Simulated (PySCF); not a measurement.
Compound: Mo(CH)(OH)3, CH4MoO3 (singlet state).
Bonds: Mo1–C2, Mo1–O4, Mo1–O6, Mo1–O8. Hydrogens: H3 on C2; H5 on O4; H7 on O6; H9 on O8.

A GFN2-xTB structure was refined with PBE0-D3(BJ)/def2-SVP geometry optimisation, gas phase, def2 core potentials past Kr (PySCF). Its GFN2-xTB values:

```
coordinate  GFN2-xTB
    Mo1–C2   1.793 Å
    Mo1–O4   1.920 Å
     C2–H3   1.052 Å
     O4–H5   0.851 Å
 C2–Mo1–O4    108.5°
 O4–Mo1–O6    110.5°
```

Task: How do these coordinates change at the PBE0-D3(BJ)/def2-SVP level?

Result: 
```csv
coordinate,PBE0-D3(BJ)/def2-SVP (Å or °),change
O4–H5,0.962,+0.111
Mo1–C2,1.714,-0.079
C2–H3,1.095,+0.043
Mo1–O4,1.877,-0.043
C2–Mo1–O4,105.8,-2.7
O4–Mo1–O6,113.0,+2.5
```

The energy falls by 26.6 kcal/mol over 8 energy and gradient evaluations, the largest force component goes from 0.1759 to 2.3e-04 Eh/bohr, and the atoms move by 0.150 Å rms after alignment. The bond that changes most is O4–H5 (ends: oxygen bonded to Mo and H; hydrogen on oxygen), which lengthens by 0.111 Å. Bonds longer at the end by more than 0.005 Å: 4 of 8; shorter: 4. Rotational constants go from 3425, 3299, 2800 to 3520, 3512, 2869 MHz.

The run used 107 basis functions and 65 SCF cycles in all. Time: 48 s; peak memory 0.41 GiB. Hardware: Arm Neoverse V1, one thread, shared host with 32 logical CPUs at a one-minute load of 24.

Whether it is a minimum is left open (no frequencies).
